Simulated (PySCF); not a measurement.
**F⁺ (fluorine, charge +1): UHF calculation**

Configuration: [He] 2s2 2p4, high-spin 3P determinant. All numbers are calculated (PySCF 2.14, the spin-free X2C one-electron Hamiltonian (Gaussian nucleus), in cc-pVTZ-DK (4s3p2d1f, 30 functions)).

```
Total energy                                                  : -98.917568 hartree
One-electron energy                                           : -133.2922 hartree
Hartree (Coulomb) energy                                      : 44.0603 hartree
Exchange energy                                               : -9.6857 hartree
⟨S²⟩                                                          : 2.0051
⟨L²⟩                                                          : 2.009
Sum of ⟨r⟩                                                    : 6.165 bohr
Sum of ⟨r²⟩                                                   : 7.153 bohr²
Traceless quadrupole moment −½Σ⟨3z² − r²⟩ along its main axis : -0.542 e·bohr²
Langevin diamagnetic susceptibility                           : -5.67 ×10⁻⁶ cm³/mol
Time after the integrals                                      : 0.08 s of wall time on 1 thread of Neoverse-V1 (shared host)
```

```json
{"shell": "1s α", "electrons": "1", "mean orbital energy (eV)": "-740.75", "spread (eV)": "0", "rms radius, mean of both spins (bohr)": "0.204"}
{"shell": "1s β", "electrons": "1", "mean orbital energy (eV)": "-737.86", "spread (eV)": "0", "rms radius, mean of both spins (bohr)": "0.204"}
{"shell": "2s α", "electrons": "1", "mean orbital energy (eV)": "-65.482", "spread (eV)": "0", "rms radius, mean of both spins (bohr)": "1.06"}
{"shell": "2s β", "electrons": "1", "mean orbital energy (eV)": "-54.416", "spread (eV)": "0", "rms radius, mean of both spins (bohr)": "1.06"}
{"shell": "2p α", "electrons": "3", "mean orbital energy (eV)": "-40.716", "spread (eV)": "3.300", "rms radius, mean of both spins (bohr)": "1.10"}
{"shell": "2p β", "electrons": "1", "mean orbital energy (eV)": "-35.644", "spread (eV)": "0", "rms radius, mean of both spins (bohr)": "1.10"}
```
